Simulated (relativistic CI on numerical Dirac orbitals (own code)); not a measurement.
# Calculated levels, Lu LXIX

These numbers are calculated, not measured: Dirac-Coulomb-Breit CI, separate exchange-only KLI orbitals for each configuration, a model potential for QED, unscaled Slater integrals (own radial code, finite nucleus).

Configuration list (outside the closed core 1s2): 2s, 2p, 3s, 3p, 3d, 4s, 4p, 4d, 4f, 5s, 5p, 5d, 5f, 5g, 6s, 6p, 6d. Levels of other configurations are missing.

The lowest level is 2s 2S_1/2, with 100 % of that term; Hund's rules for 2s give 2S with J = 1/2, in agreement.

| No. | Configuration | Term | J | E (eV) | % | Lifetime (s) | jj configuration (%) |
| --- | --- | --- | --- | --- | --- | --- | --- |
| 1 | 2s | 2S | 1/2 | 0.0 | 100 |  | 2s (100) |
| 2 | 2p | 2P° | 1/2 | 181.2 | 100 | 1.07e-10 | 2p1/2 (100) |
| 3 | 2p | 2P° | 3/2 | 1428.1 | 100 | 1.91e-13 | 2p3/2 (100) |
| 4 | 3s | 2S | 1/2 | 10138.5 | 100 | 3.96e-15 | 3s (100) |
| 5 | 3p | 2P° | 1/2 | 10187.6 | 100 | 1.62e-15 | 3p1/2 (100) |
| 6 | 3p | 2P° | 3/2 | 10559.2 | 100 | 2.22e-15 | 3p3/2 (100) |
| 7 | 3d | 2D | 3/2 | 10571.3 | 100 | 6.19e-16 | 3d3/2 (100) |
| 8 | 3d | 2D | 5/2 | 10677.5 | 100 | 6.83e-16 | 3d5/2 (100) |
| 9 | 4s | 2S | 1/2 | 13614.1 | 100 | 5.91e-15 | 4s (100) |
| 10 | 4p | 2P° | 1/2 | 13633.9 | 100 | 2.79e-15 | 4p1/2 (100) |
| 11 | 4p | 2P° | 3/2 | 13789.8 | 100 | 3.63e-15 | 4p3/2 (100) |
| 12 | 4d | 2D | 3/2 | 13794.9 | 100 | 1.42e-15 | 4d3/2 (100) |
| 13 | 4d | 2D | 5/2 | 13839.9 | 100 | 1.58e-15 | 4d5/2 (100) |
| 14 | 4f | 2F° | 5/2 | 13840.1 | 100 | 3.04e-15 | 4f5/2 (100) |
| 15 | 4f | 2F° | 7/2 | 13862.0 | 100 | 3.14e-15 | 4f7/2 (100) |
| 16 | 5s | 2S | 1/2 | 15196.1 | 100 | 9.41e-15 | 5s (100) |
| 17 | 5p | 2P° | 1/2 | 15206.0 | 100 | 4.78e-15 | 5p1/2 (100) |
| 18 | 5p | 2P° | 3/2 | 15285.3 | 100 | 6.04e-15 | 5p3/2 (100) |
| 19 | 5d | 2D | 3/2 | 15287.9 | 100 | 2.71e-15 | 5d3/2 (100) |
| 20 | 5d | 2D | 5/2 | 15311.0 | 100 | 3.03e-15 | 5d5/2 (100) |
| 21 | 5f | 2F° | 5/2 | 15311.1 | 100 | 5.82e-15 | 5f5/2 (100) |
| 22 | 5g | 2G | 7/2 | 15322.3 | 100 | 1.01e-14 | 5g7/2 (100) |
| 23 | 5f | 2F° | 7/2 | 15322.4 | 100 | 6.02e-15 | 5f7/2 (100) |
| 24 | 5g | 2G | 9/2 | 15329.0 | 100 | 1.02e-14 | 5g9/2 (100) |
| 25 | 6s | 2S | 1/2 | 16045.0 | 100 | 1.46e-14 | 6s (100) |
| 26 | 6p | 2P° | 1/2 | 16050.7 | 100 | 7.72e-15 | 6p1/2 (100) |
| 27 | 6p | 2P° | 3/2 | 16096.3 | 100 | 9.63e-15 | 6p3/2 (100) |
| 28 | 6d | 2D | 3/2 | 16097.8 | 100 | 4.64e-15 | 6d3/2 (100) |
| 29 | 6d | 2D | 5/2 | 16111.2 | 100 | 5.18e-15 | 6d5/2 (100) |

Energies count from the lowest computed level; ° marks odd parity; lifetimes are radiative, by E1, M1, E2, M2 decay to levels of this space only. Filled j subshells are mostly left out of the jj labels.

The mean weight of the leading LS term, summed over parents, in these 29 levels is 100 %, and that of the leading jj configuration (from the same eigenvectors) 100 %.

At this charge energies of transitions that change n are usually good to better than 1 %, and those within a shell (Δn = 0) to a few per cent.
